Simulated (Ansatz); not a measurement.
Reaction (hydrogenolysis of a C–Si bond): `NC(F)[SiH2]O` + H₂ → `NCF` + `O[SiH3]`

Isolated molecules relaxed with PBE0-D4/def2-TZVP in Ansatz; ΔE leaves out vibrations. CCSD(T)/CBS is the MP2 limit (def2-TZVPP, def2-QZVPP) plus CCSD(T) − MP2 in def2-TZVPP, frozen cores. This one scheme is used for every species. DFT in def2-TZVPP. B3LYP here is the variant with VWN-RPA as its local correlation; programs differ in this. Each species was taken in one conformer, which may not be the lowest.

```
             level  ΔE (kcal/mol)
              PBE0          -11.5
             B3LYP          -12.4
     HF/def2-TZVPP          -17.6
    MP2/def2-TZVPP          -10.2
CCSD(T)/def2-TZVPP          -11.0
    MP2/def2-QZVPP           -9.7
      HF/CBS(def2)          -17.6
    CCSD/CBS(def2)          -11.3
```

**Question.** What does CCSD(T)/CBS give? (Estimate.)

**Answer.** Ansatz gave: -10.0 kcal/mol. The listed levels differ from it by -1.5, -2.4, -7.6, -0.2, -1.0, 0.3, -7.6, -1.3 kcal/mol.

Largest T1 diagnostic among the species: 0.012.

From PBE to PBE0 (25 % exact exchange), in def2-TZVPP and without D4, ΔE moves by −1.6 kcal/mol. The D4 term adds +2.7 kcal/mol with B3LYP and +1.5 kcal/mol with PBE0; it sums over pairs of atoms, weighted by their polarisabilities, and B3LYP, whose exchange is more repulsive, gets the larger term. In def2-TZVPP, CCSD(T) changes the Hartree–Fock value by +6.6 kcal/mol (the triples alone add +1.3 kcal/mol) and MP2 by +7.4 kcal/mol.
